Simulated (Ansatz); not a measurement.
Reaction (ligand exchange at a Cd–Cl bond): `[F][Cd][Cl]` + `O[SiH3]` → `[F][Cd][O][SiH3]` + HCl

Computed with Ansatz on PBE0-D4/def2-TZVP structures; ΔE is electronic, products minus reactants. CCSD(T)/CBS is the MP2 limit (def2-TZVPP, def2-QZVPP) plus CCSD(T) − MP2 in def2-TZVPP, frozen cores. This one scheme is used for every species. DFT in def2-TZVPP. def2 core potentials past Kr. For Cd outer-core shells are correlated without core-valence functions, which leaves a few kJ/mol of doubt a bond. One conformer a species, not always the lowest.

CCSD(T)/CBS gives +0.99 eV.

**Question.** Another level gave +1.02 eV. Which?
A. BHLYP/def2-TZVPP
B. PBE/def2-TZVPP
C. BLYP-D4/def2-TZVPP
D. PBE-QIDH/def2-TZVPP

**Answer.** D. PBE-QIDH 1.02, BHLYP 1.08, PBE 0.97, BLYP-D4 0.89 eV.

Largest T1 diagnostic among the species: 0.016.

From PBE to PBE0 (25 % exact exchange), in def2-TZVPP and without D4, ΔE moves by +0.08 eV. The D4 term adds −0.04 eV with B3LYP and −0.02 eV with PBE0; it sums over pairs of atoms, weighted by their polarisabilities, and B3LYP, whose exchange is more repulsive, gets the larger term.

B3LYP here is the variant with VWN-RPA as its local correlation; programs differ in this.
